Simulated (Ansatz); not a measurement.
Basis sets compared for [Cu(OH)4]- (CuO₄H₄⁻). Total charge -1; singlet. Geometry PBE0-D4/def2-SVPD. Ansatz on 4 threads of Arm Neoverse V1 on a shared host; times are rough, and most runs start from earlier orbitals.

```xyz
9

Cu    0.0000    0.0000    0.0000
O     1.5011   -0.7350    0.7403
H     1.3355   -1.6708    0.5837
O     0.6002    1.6695    0.4405
H     1.4357    1.4503    0.8665
O    -1.5011    0.7351   -0.7402
H    -1.3353    1.6707   -0.5837
O    -0.6003   -1.6695   -0.4405
H    -1.4357   -1.4504   -0.8665
```

```
            level  functions  energy (Eh)  HOMO (eV)  LUMO (eV)  wall time
 PBE-D4/def2-SVPD        158   -1942.9263      -0.98       0.72      2.1 s
PBE0-D4/def2-SVPD        158   -1942.8870      -2.93       1.52      2.8 s
```

Task: Estimate the rows for PBE-D4/def2-TZVPD (with forces), PBE0-D4/def2-TZVPD.

Result: 
```csv
level,functions,energy (Eh),HOMO (eV),LUMO (eV),wall time
PBE-D4/def2-TZVPD (with forces),244,-1943.5065,-0.88,0.89,3.5 s
PBE0-D4/def2-TZVPD,244,-1943.4625,-2.84,1.76,5.5 s
```
